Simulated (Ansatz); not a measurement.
Computed with Ansatz on PBE0-D4/def2-TZVP structures; ΔE is electronic, products minus reactants. CCSD(T)/CBS is the MP2 limit (def2-TZVPP, def2-QZVPP) plus CCSD(T) − MP2 in def2-TZVPP, frozen cores. This one scheme is used for every species. Functionals use def2-TZVPP. Elements past krypton have def2 core potentials. For Ga, Te outer-core shells are correlated without core-valence functions, which leaves a few kJ/mol of doubt a bond. Scalar relativity is left out up to krypton. One conformer a species, not always the lowest.

Reaction (cleavage of the Ga–B bond): `C[B]([GaH2])[TeH]` + `PP` → `P[PH][GaH2]` + `CB[TeH]`

CCSD(T)/CBS gives -61.0 kJ/mol.

Q: Another level gave -51.1 kJ/mol. Which?
A. LC-ωPBE/def2-TZVPP
B. BLYP/def2-TZVPP
C. MP2/def2-TZVPP
D. CCSD/def2-TZVPP

A: B. BLYP -51.1, CCSD/def2-TZVPP -56.2, MP2/def2-TZVPP -66.7, LC-ωPBE -62.0 kJ/mol.

Largest T1 diagnostic among the species: 0.014.

At CCSD(T), def2-SVP lies +8.0 kJ/mol from the extrapolated value and def2-TZVPP +1.5 kJ/mol. In def2-TZVPP, CCSD(T) changes the Hartree–Fock value by −7.6 kJ/mol (the triples alone add −3.2 kJ/mol) and MP2 by −14.8 kJ/mol.
